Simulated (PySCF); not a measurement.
# How methods differ on the excitation energy of Al²⁺

Al²⁺ [Ne] 3s1 (2S) → Al²⁺ [Ne] 3p1 (2P), as a difference of total energies. Calculation: PySCF 2.14, in aug-cc-pCVTZ-DK with one added diffuse shell each of s, p, d, f type (9s8p6d4f, 91 functions); the spin-free X2C one-electron Hamiltonian (Gaussian nucleus). Correlated levels: valence and next inner shell: 1s2 frozen. The calculations carry no spin-orbit coupling.

```tsv
method	excitation energy (eV)
UHF	6.599
MP2 (valence and next inner shell)	6.710
SCS-MP2 (valence and next inner shell)	6.681
CCSD (valence and next inner shell)	6.706
CCSD(T) (valence and next inner shell)	6.709
```

Q: How much does correlation contribute at CCSD(T) (valence and next inner shell)?

A: 6.709 − (6.599) = 0.110 eV, measured against UHF.

A first-order spin-orbit estimate (lowest level to lowest level, LS coupling) adds -0.015 eV.
